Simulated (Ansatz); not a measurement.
Molecule: N-germyl-N-methylmethanamine, C$_{2}$H$_{9}$GeN (charge 0, singlet). 
Structure (B3LYP-D3(BJ)/def2-TZVP (Ansatz, a quantum-chemistry and plane-wave program) minimum search):
SMILES: C[N](C)[GeH3]
```xyz
13

C     -1.9318    -0.4455    -0.1103
N     -0.7558     0.1895     0.4568
C     -0.9414     1.6131     0.6741
Ge     0.8845    -0.3433    -0.2158
H     -2.2126    -0.0458    -1.0986
H     -1.7721    -1.5201    -0.2138
H     -2.7895    -0.3004     0.5556
H     -0.0567     2.0453     1.1448
H     -1.7894     1.7782     1.3477
H     -1.1439     2.1754    -0.2522
H      0.9189    -1.8787    -0.1508
H      1.9632     0.2918     0.6763
H      1.1072     0.1089    -1.6837
```

Property: vertical triplet-singlet gap (E(triplet) - E(singlet); each state is the SCF solution reached for its spin; for the triplet T1 is 0.086), in kcal/mol. Cores are frozen in the correlated levels unless marked. Open shells are spin-unrestricted. No spin-orbit coupling. Frozen are the shells of the preceding noble gas and the d and f shells that filled before the atom's block. Non-relativistic. Basis-set limits of correlation are two-point, X^-3; Hartree-Fock from the larger set. The bracket is a focal-point correction in the basis named.

| level | program | vertical triplet-singlet gap (kcal/mol) |
|---|---|---|
| BHLYP/def2-TZVPD | Ansatz | 118.2 |
| CAM-B3LYP/def2-TZVPD | Ansatz | 119.4 |
| RI-MP2/aug-cc-pVTZ | Ansatz | 129.7 |
| RI-MP2/aug-cc-pVQZ | Ansatz | 130.8 |

Problem. Estimate the value at RI-MP2/CBS(aug-cc-pVTZ,aug-cc-pVQZ)+[CCSD(T)-MP2]/aug-cc-pVTZ as computed with Ansatz.

Solution. 121.1 kcal/mol, so RI-MP2/aug-cc-pVQZ differs from it by 9.7 kcal/mol.
